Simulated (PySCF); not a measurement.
# Computed records: CH$_{3}$BFSi, B$_{2}$H$_{4}$NO

Computed with PySCF 2.14.0. Calculation on a computer-drawn molecule: optimised geometry and harmonic frequencies of an isolated molecule of the commonest isotopes, restricted reference for singlets and unrestricted otherwise, frozen core in MP2.

Common to all runs: charge 1; multiplicity 1; method HF.

(1) CH$_{3}$BFSi

Start structure:
```xyz
7
CH3BFSi
C     -0.8085     0.7374    -0.4824
Si    -0.1888    -0.8901    -0.6115
B      1.2312    -0.8373    -1.9224
F      1.7202    -0.7642    -3.0447
H     -0.3499     1.5916    -0.8792
H     -1.8755     0.9652    -0.1751
H     -0.4716    -2.1777     0.0350
```

Here we set basis cc-pV(D+d)Z.

The calculation gives: rotational constants 17.64, 2.875, 2.472 GHz; total energy -452.3637 hartree; convergence status largest gradient component 2.99e-05 hartree/bohr.

Drawn bonds:
```csv
atom,other atom,order
1,2,2
2,3,1
3,4,1
1,5,1
1,6,1
2,7,1
```

Optimised structure:
```xyz
7
CH3BFSi
C     -0.8824     0.7168    -0.5194
Si    -0.2824    -0.8715    -0.6329
B      1.1318    -0.8370    -2.0427
F      1.9894    -0.7485    -2.9181
H     -0.5024     1.5223    -1.1387
H     -1.6689     1.0022     0.1724
H     -0.5281    -2.1594    -0.0008
```

Modes:
```csv
frequency (cm⁻¹),reduced mass (dalton)
132.8,3.897
202.3,1.219
347.2,7.754
404.3,5.485
476.1,8.808
692.4,1.181
704.2,1.082
846.4,1.29
959.7,1.233
1009,4.234
1508,1.182
1688,12.52
2460,1.045
3303,1.058
3403,1.114
```

(2) B$_{2}$H$_{4}$NO

Start structure:
```xyz
8
B2H4NO
B      0.3670     0.2009    -0.4408
B     -0.6053    -0.3213     0.8546
N     -0.5785    -1.8529     1.2341
O     -1.3563     0.5416     1.4995
H      1.0734     1.2517    -0.8069
H      0.1349    -1.8995     2.0833
H     -1.5205    -2.2107     1.4598
H     -1.1930     1.4906     1.3133
```

Here we set basis cc-pVDZ.

The calculation gives: rotational constants 9.577, 8.706, 4.56 GHz; total energy -180.7857 hartree; convergence status largest gradient component 1.639e-05 hartree/bohr.

Drawn bonds:
```csv
atom,other atom,order
1,2,1
2,3,1
2,4,1
1,5,1
3,6,1
3,7,1
4,8,1
```

Optimised structure:
```xyz
8
B2H4NO
B      0.5498     0.3529    -0.0962
B     -0.6755    -0.2201     1.0259
N     -0.5562    -1.5544     1.3458
O     -1.6270     0.5856     1.5112
H      1.3850     0.7106    -0.8510
H      0.1370    -2.1895     1.0072
H     -1.2077    -1.9823     1.9805
H     -1.6837     1.4976     1.2734
```

Modes:
```csv
frequency (cm⁻¹),reduced mass (dalton)
231.5,2.363
334.4,1.441
377.1,1.345
427.6,2.924
570,1.15
681.4,1.399
687.1,4.434
783.1,1.512
818.8,1.638
980.4,1.506
1026,1.284
1315,4.661
1555,3.569
1763,1.357
2918,1.101
3771,1.056
3892,1.096
4187,1.069
```
